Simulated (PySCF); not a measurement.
C4H9AsBN.
SMILES: `[AsH2]BN(CC#C)C`

Vertical excitations from PySCF (density fitting, frozen core in the response, grid level 2 and gas phase unless stated; continuum runs use non-equilibrium linear response for the excitations) on a GFN2-xTB geometry. Reference run:

| settings | S1, eV (f) | S2, eV (f) | S3, eV (f) | S4, eV (f) | S5, eV (f) | S6, eV (f) | T1, eV (Tamm–Dancoff) | mean α (au) |
| --- | --- | --- | --- | --- | --- | --- | --- | --- |
| wB97X-D/def2-SVPD, full TDDFT, 8 singlets | 5.66 (0.040) | 6.38 (0.069) | 6.58 (0.002) | 6.69 (0.156) | 6.87 (0.086) | 7.01 (0.096) | 5.00 | 100.7 |

Task: What do these settings give: OLYP/def2-SVP, energy threshold 1e-06 Eh, level shift 0.3 Eh, full TDDFT, 6 singlets?

Result: 
```json
{"settings": "OLYP/def2-SVP, energy threshold 1e-06 Eh, level shift 0.3 Eh, full TDDFT, 6 singlets", "S1, eV (f)": "5.13 (0.069)", "S2, eV (f)": "5.62 (0.029)", "S3, eV (f)": "5.83 (0.003)", "S4, eV (f)": "5.87 (0.002)", "S5, eV (f)": "6.10 (0.013)", "S6, eV (f)": "6.29 (0.071)", "T1, eV (Tamm–Dancoff)": "4.50", "mean α (au)": "89.1"}
```

S1 moves by -0.53 eV; functional and basis change together, so the shift can't be laid on one. States are counted by energy in each run and needn't keep their character from row to row.

Task: Which orbital pairs make up S1 in each run, and how does it sit against the orbital gap?

Result: 
```json
{"settings": "wB97X-D/def2-SVPD, full TDDFT, 8 singlets", "S1 configurations (weight)": "H→L 0.79", "S1 (eV)": "5.66", "orbital gap (eV)": "10.20", "S1 − gap (eV)": "-4.54"}
{"settings": "OLYP/def2-SVP, energy threshold 1e-06 Eh, level shift 0.3 Eh, full TDDFT, 6 singlets", "S1 configurations (weight)": "H→L 0.95", "S1 (eV)": "5.13", "orbital gap (eV)": "4.79", "S1 − gap (eV)": "+0.34"}
```

 The wB97X-D/def2-SVPD calculation is non-relativistic and has no spin–orbit coupling, an omission that weighs most on arsenic.

Shape of the structure used: `[CH:1]#[C:2][CH2:3][N:4]([CH3:5])[BH:6][AsH2:7]`: C2–C3–N4–C5 -74°, C3–N4–B6–As7 2°, H–As7–B6–N4 -65°, H–As7–B6–N4 -155°.

One conformer stands for the species.

Note: wB97X-D ran without an empirical dispersion term, which enters the total energy and its gradient alone.
